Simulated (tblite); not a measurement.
Species: C6H12F (doublet state).
Structure used (GFN2-xTB), in Å, numbered top down from 1:
```xyz
19
C6H12F angstrom
C     -1.2081    1.1757   -0.6306
C     -0.8525    0.1769    0.3879
C     -1.6754   -1.1049    0.2327
C      0.6821   -0.1397    0.3764
C      1.1334   -0.8513   -0.8911
C      1.5009    1.1206    0.6299
F      0.9191   -1.0021    1.4490
H     -1.5543    0.8655   -1.5972
H     -1.1204    2.2255   -0.4323
H     -1.0359    0.5904    1.3885
H     -1.3142   -1.8710    0.9141
H     -1.6239   -1.4804   -0.7860
H     -2.7170   -0.8973    0.4663
H      0.8592   -0.2599   -1.7596
H      2.2131   -0.9816   -0.8730
H      0.6733   -1.8328   -0.9606
H      2.5475    0.8554    0.7630
H      1.4079    1.7962   -0.2148
H      1.1552    1.6238    1.5298
```

Level: GFN2-xTB in tblite, geometry and Hessian alike; calculated harmonic values, unscaled, isolated species. Errors from tens to a few hundred cm⁻¹ against measured bands are possible. One conformer, not necessarily the lowest. Open shells enter through the occupations alone, without spin polarisation, and single modes of such species can be off by tens of per cent.

Harmonic wavenumbers (cm⁻¹): 70.7, 129.9, 187.2, 209.9, 224.9, 237.9, 277.0, 324.2, 344.6, 386.0, 424.8, 464.2, 495.1, 536.6, 733.5, 859.4, 904.5, 952.5, 954.6, 971.9, 998.0, 1050.8, 1128.2, 1155.3, 1170.6, 1191.1, 1200.0, 1289.2, 1320.5, 1387.9, 1400.0, 1401.2, 1411.7, 1468.4, 1479.2, 1481.9, 1492.3, 1498.9, 1510.4, 2896.7, 3033.7, 3036.2, 3038.9, 3042.1, 3043.6, 3045.6, 3053.7, 3057.5, 3060.5, 3135.1, 3176.1.

A = 3161, B = 2296, C = 1915 MHz; mass 103.092 u (most abundant isotopes); point group C1, symmetry number 1; spin multiplicity 2.

**Question.** What is the zero-point energy?

**Answer.** Half the sum of the wavenumbers: 35672 cm⁻¹ = 101.99 kcal/mol.

**Question.** What is S at 200 K and 1 bar for an ideal gas of classical rigid rotors and harmonic oscillators?

**Answer.** Translation 37.85, rotation 26.35, vibration 14.95, spin (R ln 2) 1.38: S = 80.5 cal/(mol K).

**Question.** And Cp and H(200 K) − H(0)?

**Answer.** Cp = 27.77 cal/(mol K), of which vibrations give 19.82 (their classical limit is 51 R = 101.3); H(200 K) − H(0) = 3.41 kcal/mol without the zero-point energy, 1.82 from vibrations.

**Question.** How do the functions run with temperature in this model?

**Answer.** 
```json
{"T (K)": "150", "S (cal/(mol K))": "73.3", "Cp (cal/(mol K))": "22.9", "H − H(0) (kcal/mol)": "2.14", "G − H(0) (kcal/mol)": "-8.85", "ln q(vib)": "1.83"}
{"T (K)": "250", "S (cal/(mol K))": "87.2", "Cp (cal/(mol K))": "32.4", "H − H(0) (kcal/mol)": "4.91", "G − H(0) (kcal/mol)": "-16.89", "ln q(vib)": "4.10"}
{"T (K)": "298.15", "S (cal/(mol K))": "93.3", "Cp (cal/(mol K))": "36.8", "H − H(0) (kcal/mol)": "6.58", "G − H(0) (kcal/mol)": "-21.24", "ln q(vib)": "5.25"}
{"T (K)": "400", "S (cal/(mol K))": "105.4", "Cp (cal/(mol K))": "46.1", "H − H(0) (kcal/mol)": "10.81", "G − H(0) (kcal/mol)": "-31.36", "ln q(vib)": "7.68"}
{"T (K)": "600", "S (cal/(mol K))": "127.1", "Cp (cal/(mol K))": "61.0", "H − H(0) (kcal/mol)": "21.59", "G − H(0) (kcal/mol)": "-54.66", "ln q(vib)": "12.45"}
{"T (K)": "900", "S (cal/(mol K))": "154.9", "Cp (cal/(mol K))": "76.0", "H − H(0) (kcal/mol)": "42.30", "G − H(0) (kcal/mol)": "-97.08", "ln q(vib)": "19.27"}
```

q(vib) and H(0) count from the zero-point level.

**Question.** What must be added to the electronic energy to get the Gibbs energy at 200 K and 1 bar?

**Answer.** ZPE + [H(200 K) − H(0)] − T·S = 101.99 + 3.41 − 16.10 = 89.30 kcal/mol.

**Question.** Blend soft modes into free rotors: weight 1/[1 + (100 cm⁻¹/ν̃)⁴] for the oscillator and the rest for a rotor with moment μB/(μ + B), μ = h/(8π²ν), B = 10⁻⁴⁴ kg m². What vibrational entropy results?

**Answer.** 14.60 cal/(mol K) in place of 14.95, which changes −T·S at 200 K by +0.07 kcal/mol.

**Question.** Which modes carry the vibrational entropy at 200 K?

**Answer.** 70.7 cm⁻¹: 3.35; 129.9 cm⁻¹: 2.19; 187.2 cm⁻¹: 1.54; 209.9 cm⁻¹: 1.35; 224.9 cm⁻¹: 1.23; 237.9 cm⁻¹: 1.15 cal/(mol K); the other 45 give 4.14 together.

Hindered rotation and anharmonicity are outside this model. Other conformers, if any are populated, would add a mixing term that is left out. The structure is chiral; the term R ln 2 for an equal mix with its mirror image is left out.

Hardware: one thread, Arm Neoverse V1 (aarch64), no GPU, shared host with 32 logical CPUs at a one-minute load of 14. Cost: 0.54 s. The figure is for the frequency step alone.
